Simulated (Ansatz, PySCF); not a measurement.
Dissociation curve of BCl, singlet.

Methods: RKS-PBE = restricted PBE/cc-pVTZ run with Ansatz (a program for electronic structure); RMP2/3-21G = PySCF with restricted MP2 (frozen core)/3-21G; CASSCF(10,8)/cc-pVTZ (PySCF).

Energies are in kJ/mol, each relative to the lowest point of its own curve near equilibrium.

| R / Å | RKS-PBE | RMP2/3-21G | CASSCF(10,8) |
|---|---|---|---|
| 1.38 | 243.8 | 318.7 | 235.4 |
| 1.47 | 112.3 | 161.5 | 103.6 |
| 1.56 | … | … | 34.0 |
| 1.60 | … | 46.4 | 16.9 |
| 1.65 | 7.9 | 24.4 | 4.6 |
| 1.72 | 0.0 | 6.8 | 0.0 |
| 1.79 | … | … | 6.1 |
| 1.84 | 8.6 | 0.0 | 15.0 |
| 1.88 | 15.6 | 2.0 | 22.3 |
| 1.99 | 41.4 | 14.2 | 49.0 |
| 2.14 | 84.8 | 41.0 | 93.8 |
| 2.31 | 137.8 | 79.4 | 148.0 |
| 2.61 | 227.3 | 156.5 | 239.7 |
| 2.86 | 291.3 | … | 306.1 |
| 3.13 | 347.8 | 285.1 | 364.7 |
| 3.45 | 398.9 | 350.1 | 414.5 |
| 3.77 | 435.8 | 402.4 | 442.7 |
| 4.19 | 468.3 | 453.0 | 458.0 |
| 4.60 | 488.2 | 485.1 | 463.1 |
| 5.16 | 504.3 | 506.3 | — |
| 5.98 | 516.1 | 503.9 | — |
| 6.89 | 522.2 | 477.2 | — |

Task: Fill in the missing entries.

Result: 
- 1.56, RKS-PBE: 40.8
- 1.56, RMP2/3-21G: 71.5
- 1.60, RKS-PBE: 22.4
- 1.79, RKS-PBE: 2.4
- 1.79, RMP2/3-21G: 0.1
- 2.86, RMP2/3-21G: 221.1

Dashes: no converged value, or the column stops at the first point that the program doubted or that broke a chosen test of continuity, which isn't proof of a fault.

The restricted form behind RKS-PBE, RMP2/3-21G keeps the bonding electrons paired and can't separate into open-shell fragments. The natural occupations jump between 1.79 and 1.84 Å in the active space behind CASSCF(10,8).
